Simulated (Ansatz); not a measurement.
Coupled-cluster diagnostics for H₅Au₃, Ansatz.

Geometry of the singlet (r2SCAN-D4/def2-SVP):

```xyz
8

Au   -1.2876   -0.1973   -1.1116
Au    0.2205    0.7071    0.9241
Au    1.0351   -1.4935   -0.8868
H     0.7455   -2.4177   -2.1473
H    -0.7136    1.8626    1.4640
H     1.0501    1.2714    2.1112
H    -2.4873    0.7784   -0.8873
H     1.4372   -0.5111    0.5336
```

In the def2 sets Au takes a core potential; there is no spin–orbit coupling. Correlated methods freeze no core orbitals; core or outer-core shells of Au are correlated, in sets that lack core-valence functions. The structure comes from a short search, and lower isomers may exist.

(1) Estimate the CCSD(T) correlation energy, the shares of MP2 and (T), T1 and the reference's ⟨S²⟩ for: charge 0, singlet, own geometry in def2-TZVP; and the rough time on 4 threads of Arm Neoverse V2 on a shared host.

Answers

(1) 
```
                          state      basis  correlation (eV)  MP2 share (%)  (T) share (%)     T1  ⟨S²⟩ (pure)  wall time
charge 0, singlet, own geometry  def2-TZVP           -37.561          105.1            3.2  0.019  0.00 (0.00)       89 s
```
Customary marks for T1 are 0.02 (closed shells), 0.045 (open shells) and about 0.05 (3d metals). T1 stays under 0.02 throughout.
